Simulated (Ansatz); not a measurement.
Species: ZnF$_{2}$ (charge 0, singlet). SMILES: [F][Zn][F]
Geometry from a B3LYP-D3(BJ)/def2-TZVP (Ansatz, a first-principles code) optimisation:
```
Zn
F 1 1.7405
F 1 1.7405 2 180.00
```

Property: atomisation energy (electronic, to ground-state atoms), in eV. Cores are frozen in the correlated levels unless marked. UHF or UKS for open shells. No spin-orbit coupling. Frozen are the shells of the preceding noble gas and the d and f shells that filled before the atom's block. No relativistic terms. FCI takes restricted orbitals. The coupled-cluster limit lacks core correlation, which all-electron functionals hold. CBS(X,Y): correlation extrapolated as X^-3; Hartree-Fock from the larger set.

| level | program | atomisation energy (eV) |
|---|---|---|
| BLYP/def2-TZVPD | Ansatz | ? |
| r2SCANh/def2-TZVPD | Ansatz | 8.18 |
| RPA@PBE/def2-QZVPP | Ansatz | ? |
| SCS-MP2/def2-SVP | Ansatz | 7.87 |
| CCSD/6-31G* | Ansatz | ? |
| CCSD/def2-SVP | Ansatz | 7.43 |
| FCI/STO-3G | Ansatz | 4.59 |
| CCSD(T)/CBS(def2-TZVPP,def2-QZVPP) | Ansatz | 8.44 |

Problem. Complete the blanks.

Solution. 
- BLYP/def2-TZVPD, atomisation energy (eV): 8.06
- RPA@PBE/def2-QZVPP, atomisation energy (eV): 7.49
- CCSD/6-31G*, atomisation energy (eV): 8.27
